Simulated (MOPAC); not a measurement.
Input file for MOPAC: PM6 on CH4BrF (a complex).

```
PM6 1SCF PRECISE CHARGE=0 THREADS=1
CH4BrF

F     -0.03944370 1    -0.14847424 1     0.64158482 1
H     -0.06251873 1    -0.64868843 1     1.43193789 1
C     -0.25169757 1     1.04142143 1     3.83770610 1
Br    -0.17348475 1    -0.92226967 1     3.77191780 1
H     -1.19015063 1     1.30745187 1     4.30993531 1
H     -0.20193297 1     1.39460363 1     2.81415225 1
H      0.59898977 1     1.37497774 1     4.42040558 1
```

Output:

```
*******************************************************************************
 **                                                                           **
 **                              MOPAC v23.2.5                                **
 **                                                                           **
 *******************************************************************************
 ** MOPAC's Digital Object Identifier: https://doi.org/10.5281/zenodo.6511958 **
 **                                                                           **
 ** Please cite the open-source release paper for use of this MOPAC version:  **
 ** J. E. Moussa and J. J. P. Stewart (2026)                                  **
 ** MOPAC: An open-source semiempirical molecular orbital program             **
 ** J. Open Source Softw., 11(119), 8025, https://doi.org/10.21105/joss.08025 **
 *******************************************************************************

                              PM6 CALCULATION RESULTS

 *******************************************************************************
 *  PM6        - The PM6 Hamiltonian to be used
 *
 *
 *
 *                 CHARGE ON SYSTEM = 0
 *
 *
 *
 *  PRECISE    - TIGHTER CRITERIA TO BE USED
 *  1SCF       - DO 1 SCF AND THEN STOP
 *  THREADS=1  - MULTI-THREADING NOT USED
 *  T=         - A TIME OF 172800.0 SECONDS REQUESTED
 *  DUMP=N     - RESTART FILE WRITTEN EVERY 7200.0 SECONDS REQUESTED
 *******************************************************************************
PM6 1SCF PRECISE CHARGE=0 THREADS=1
 CH4BrF

   ATOM   CHEMICAL          X               Y               Z
  NUMBER   SYMBOL      (ANGSTROMS)     (ANGSTROMS)     (ANGSTROMS)

     1       F         -0.03944370  *  -0.14847424  *   0.64158482  *
     2       H         -0.06251873  *  -0.64868843  *   1.43193789  *
     3       C         -0.25169757  *   1.04142143  *   3.83770610  *
     4      Br         -0.17348475  *  -0.92226967  *   3.77191780  *
     5       H         -1.19015063  *   1.30745187  *   4.30993531  *
     6       H         -0.20193297  *   1.39460363  *   2.81415225  *
     7       H          0.59898977  *   1.37497774  *   4.42040558  *



          CARTESIAN COORDINATES

    NO.       ATOM           X           Y           Z

     1         F         -0.0394     -0.1485      0.6416
     2         H         -0.0625     -0.6487      1.4319
     3         C         -0.2517      1.0414      3.8377
     4        Br         -0.1735     -0.9223      3.7719
     5         H         -1.1902      1.3075      4.3099
     6         H         -0.2019      1.3946      2.8142
     7         H          0.5990      1.3750      4.4204

 General Reference for PM6:
 "Optimization of Parameters for Semiempirical Methods V: Modification of NDDO Approximations
 and Application to 70 Elements", J. J. P. Stewart, J. Mol. Mod., 13, 1173-1213 (2007)
 URL: https://link.springer.com/article/10.1007/s00894-007-0233-4

           Empirical Formula: C H4 F Br  =     7 atoms



      MOLECULAR POINT GROUP   :   Cs


      RHF CALCULATION, NO. OF DOUBLY OCCUPIED LEVELS = 11


 -------------------------------------------------------------------------------
 PM6 1SCF PRECISE CHARGE=0 THREADS=1
 CH4BrF



     1SCF WAS SPECIFIED, SO BFGS WAS NOT USED
     SCF FIELD WAS ACHIEVED


                              PM6 CALCULATION
                                                       MOPAC v23.2.5 Linux




          FINAL HEAT OF FORMATION =        -68.48602 KCAL/MOL =    -286.54551 KJ/MOL


          COSMO AREA              =        106.46 SQUARE ANGSTROMS
          COSMO VOLUME            =         88.71 CUBIC ANGSTROMS

          IONIZATION POTENTIAL    =         11.015677 EV
          HOMO LUMO ENERGIES (EV) =        -11.016 -0.529
          NO. OF FILLED LEVELS    =         11
          MOLECULAR WEIGHT        =        114.9450         POINT GROUP:  Cs

          MOLECULAR DIMENSIONS (Angstroms)

            Atom       Atom       Distance
            H     7    F     1     4.12407
           Br     4    H     6     2.50706
            H     5    H     7     1.74793


          SCF CALCULATIONS        =          1





   ATOM   CHEMICAL          X               Y               Z
  NUMBER   SYMBOL      (ANGSTROMS)     (ANGSTROMS)     (ANGSTROMS)

     1       F         -0.03944370  *  -0.14847424  *   0.64158482  *
     2       H         -0.06251873  *  -0.64868843  *   1.43193789  *
     3       C         -0.25169757  *   1.04142143  *   3.83770610  *
     4      Br         -0.17348475  *  -0.92226967  *   3.77191780  *
     5       H         -1.19015063  *   1.30745187  *   4.30993531  *
     6       H         -0.20193297  *   1.39460363  *   2.81415225  *
     7       H          0.59898977  *   1.37497774  *   4.42040558  *

                             CARTESIAN COORDINATES

   1    F       -0.039443700    -0.148474240     0.641584820
   2    H       -0.062518730    -0.648688430     1.431937890
   3    C       -0.251697570     1.041421430     3.837706100
   4   Br       -0.173484750    -0.922269670     3.771917800
   5    H       -1.190150630     1.307451870     4.309935310
   6    H       -0.201932970     1.394603630     2.814152250
   7    H        0.598989770     1.374977740     4.420405580


           Empirical Formula: C H4 F Br  =     7 atoms



      MOLECULAR POINT GROUP   :   Cs


                  EIGENVALUES
 -40.54516 -27.43986 -25.32128 -17.38963 -15.65394 -15.58906 -15.55954 -15.35070
 -13.61012 -11.04298 -11.01568  -0.52883   4.68136   4.83815   4.90988   5.52940
 113.19460 113.27809 113.32042 113.33400 113.55212


              NET ATOMIC CHARGES AND DIPOLE CONTRIBUTIONS

  ATOM NO.   TYPE          CHARGE      No. of ELECS.   s-Pop       p-Pop       d-Pop
    1          F          -0.300150        7.3002     1.96160     5.33855
    2          H           0.281650        0.7184     0.71835
    3          C          -0.402794        4.4028     1.10375     3.29904
    4         Br          -0.127048        7.1270     1.98968     5.12932     0.00805
    5          H           0.181742        0.8183     0.81826
    6          H           0.184855        0.8151     0.81514
    7          H           0.181745        0.8183     0.81826
 DIPOLE           X         Y         Z       TOTAL
 POINT-CHG.    -0.130     1.464     1.405     2.034
 HYBRID         0.012    -0.587     0.198     0.620
 SUM           -0.118     0.877     1.603     1.832


          ATOMIC ORBITAL ELECTRON POPULATIONS

     Atom    s        px        py        pz      x^2-y^2     xz        z^2       yz        xy
    1  F   1.96160   1.99959   1.81036   1.52860
    2  H   0.71835
    3  C   1.10375   1.19930   0.89817   1.20158
    4 Br   1.98968   1.99748   1.15276   1.97908   0.00330   0.00003   0.00175   0.00152   0.00145
    5  H   0.81826
    6  H   0.81514
    7  H   0.81826

 **********************
 *                    *
 * JOB ENDED NORMALLY *
 *                    *
 **********************




 == MOPAC DONE ==
```

The run finished.

Cost: about 0.03 core-seconds (a rough figure).
